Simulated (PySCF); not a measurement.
C₂H₂F, SMILES [CH]=CF, multiplicity 2. Atoms are numbered in the order given.

```xyz
5

C      0.1104    -1.2565     0.0000
C     -0.4443    -0.0816     0.0000
F      0.2732     1.0762     0.0000
H      1.0545    -1.7674     0.0000
H     -1.5100     0.1106     0.0000
```
Charge 0, spin multiplicity 2.

The structure is a stationary point at B3LYP-D3(BJ)/def2-TZVP. The isomer is the one that the SMILES or the coordinates give; other isomers of the formula were not compared.

These are B3LYP-D3(BJ)/def2-TZVP (PySCF) values and carry that method's errors.

Harmonic, unscaled wavenumbers; measured fundamentals usually lie a few per cent lower.

Computed vibrational spectrum:
```json
[
 {"mode": "1", "ν (cm⁻¹)": "430", "IR (km/mol)": "21.6", "moving atoms (share of kinetic energy)": "H 51 %, C 27 %, F 22 %"},
 {"mode": "2", "ν (cm⁻¹)": "658", "IR (km/mol)": "51.2", "moving atoms (share of kinetic energy)": "H 62 %, C 37 %"},
 {"mode": "3", "ν (cm⁻¹)": "781", "IR (km/mol)": "14.7", "moving atoms (share of kinetic energy)": "C 47 %, H 42 %, F 11 %"},
 {"mode": "4", "ν (cm⁻¹)": "881", "IR (km/mol)": "47.6", "moving atoms (share of kinetic energy)": "H 75 %, C 24 %"},
 {"mode": "5", "ν (cm⁻¹)": "1027", "IR (km/mol)": "168.3", "moving atoms (share of kinetic energy)": "C 58 %, F 39 %"},
 {"mode": "6", "ν (cm⁻¹)": "1304", "IR (km/mol)": "1.6", "moving atoms (share of kinetic energy)": "H 91 %"},
 {"mode": "7", "ν (cm⁻¹)": "1668", "IR (km/mol)": "78.3", "moving atoms (share of kinetic energy)": "C 91 %, H 9 %"},
 {"mode": "8", "ν (cm⁻¹)": "3187", "IR (km/mol)": "2.7", "moving atoms (share of kinetic energy)": "H 92 %, C 8 %"},
 {"mode": "9", "ν (cm⁻¹)": "3313", "IR (km/mol)": "15.9", "moving atoms (share of kinetic energy)": "H 90 %, C 10 %"}
]
```
